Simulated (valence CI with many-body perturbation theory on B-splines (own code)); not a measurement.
# Dy53+: magnetic and hyperfine properties of the levels

Calculated by relativistic CI+MBPT: three valence electrons over a frozen Dirac-Fock core [Ne], radial functions for each j: 11 s, 11 p, 10 d, 8 f, 5 g, 2 h, with the one-electron correlation potential Σ1 (screened to all orders), the two-electron term Σ2, the three-electron term Σ3, Breit, model QED; selected single and double excitations, second order for the rest, scaled by the run's own slope (own B-spline code, finite nucleus).

The last digits are not significant, and no measured levels were compared; by estimate large intervals hold to a few tenths of a per cent, small ones and those within an open d or f shell to about a per cent.

A/g_I is the dipole constant over the nuclear g factor μ/I (μ in nuclear magnetons, uniformly magnetised nucleus), B/Q the quadrupole constant per barn. Both hold the static response of the core; the bare values leave it out. Large factors of s and p1/2 electrons are usually good to 5 to 10 %; those of open d and f shells near neutrality can be off by tens of per cent, and small factors of p3/2, d and f electrons come from cancelling terms and can be off by a factor of two or in sign, in half-filled shells by more. B is blank for J = 1/2, where it vanishes, and for nearly pure S terms. Energies count from the lowest level.

Levels are named by their leading jj configuration (3d3/2^4 stands for four electrons in 3d with j = 3/2), which in mixed levels can hold well under half, so a name can repeat and another be missing. Letters in brackets count levels of one name in rising energy.

```
                     Level  E (eV)      g  A/g_I (MHz)  A/g_I bare  B/Q (MHz/b)  B/Q bare
        (3s^2 3p1/2) J=1/2    0.00  0.652      1120000     1090000                       
        (3s 3p1/2^2) J=1/2  139.30  2.164      3370000     3300000                       
        (3s^2 3p3/2) J=3/2  211.43  1.323       149000      148000       287000    283000
(3s 3p1/2 3p3/2) J=3/2 [a]  325.53  1.642       805000      792000       233000    229000
    (3s 3p1/2 3p3/2) J=5/2  340.84  1.347       978000      959000       213000    210000
(3s 3p1/2 3p3/2) J=3/2 [b]  359.97  0.959        74900       76300       163000    161000
    (3s 3p1/2 3p3/2) J=1/2  368.61  1.238     -1180000    -1140000                       
        (3s^2 3d3/2) J=3/2  412.81  0.829        41100       43800        58000     59100
        (3s^2 3d5/2) J=5/2  453.48  1.208        67000       68400        45700     47600
     (3p1/2^2 3p3/2) J=3/2  498.23  1.173        95000       97400       218000    216000
(3s 3p1/2 3d3/2) J=3/2 [a]  511.87  0.611      -213000     -206000        90800     90900
    (3s 3p1/2 3d3/2) J=5/2  523.04  1.031       922000      904000        11900     13900
    (3s 3p1/2 3d3/2) J=1/2  545.64  0.384     -1370000    -1330000                       
        (3s 3p3/2^2) J=5/2  549.09  1.415       798000      783000        93000     91700
(3s 3p1/2 3d3/2) J=3/2 [b]  549.78  1.299       818000      803000        45500     45400
(3s 3p1/2 3d5/2) J=5/2 [a]  571.77  1.351       325000      321000        53200     54900
        (3s 3p3/2^2) J=1/2  580.41  1.901      3450000     3370000                       
    (3s 3p1/2 3d5/2) J=7/2  582.77  1.244       663000      651000         4700      7350
        (3s 3p3/2^2) J=3/2  586.32  1.195      -505000     -488000       -58200    -57400
(3s 3p1/2 3d5/2) J=5/2 [b]  592.16  1.043        22500       25100        68000     69100
    (3s 3p1/2 3d5/2) J=3/2  596.87  1.116      -684000     -665000        22600     24000
     (3p1/2^2 3d3/2) J=3/2  681.20  0.770        82100       82100        46600     48200
     (3p1/2 3p3/2^2) J=5/2  704.34  1.160       421000      415000        39100     38800
     (3p1/2 3p3/2^2) J=3/2  708.29  1.401       -13400       -6610        25100     24800
     (3p1/2 3p3/2^2) J=1/2  721.95  0.688      1230000     1200000                       
(3s 3p3/2 3d3/2) J=3/2 [a]  735.50  1.307       443000      438000        -7760     -8960
(3s 3p3/2 3d3/2) J=1/2 [a]  736.86  2.235      1490000     1460000                       
(3s 3p3/2 3d3/2) J=5/2 [a]  737.64  1.243       406000      401000        97400     95500
    (3s 3p3/2 3d3/2) J=7/2  740.90  1.253       567000      558000       275000    272000
     (3p1/2^2 3d5/2) J=5/2  740.97  1.194        26400       30300        40100     42200
(3s 3p3/2 3d3/2) J=3/2 [b]  763.48  0.986        89400       90700      -155000   -153000
    (3s 3p3/2 3d5/2) J=9/2  765.87  1.324       449000      442000       352000    350000
(3s 3p3/2 3d3/2) J=5/2 [b]  777.22  0.963      -120000     -114000       190000    190000
(3s 3p3/2 3d3/2) J=1/2 [b]  781.16  0.608       534000      523000                       
(3s 3p3/2 3d5/2) J=5/2 [a]  786.16  1.326       668000      656000      -151000   -148000
(3s 3p3/2 3d5/2) J=7/2 [a]  794.88  1.218       252000      249000       227000    226000
(3s 3p3/2 3d5/2) J=3/2 [a]  796.74  1.160      -246000     -236000      -150000   -148000
(3s 3p3/2 3d5/2) J=7/2 [b]  810.64  1.197        24800       27900       181000    181000
    (3s 3p3/2 3d5/2) J=1/2  819.70  0.697      -923000     -899000                       
(3s 3p3/2 3d5/2) J=3/2 [b]  828.30  1.302       798000      783000        89500     89600
```

**Question.** Take the isotope of mass number 163, with I = 5/2, μ = 0.671 μN and Q = 2.65 b. What is the hyperfine structure of (3s 3p1/2 3p3/2) J=3/2 [b]?

**Answer.** From the table A = 20100 MHz, B = 431000 MHz. Shifts from the centre of gravity in MHz: F = 1: 196000, F = 2: -108000, F = 3: -242000, F = 4: 183000.
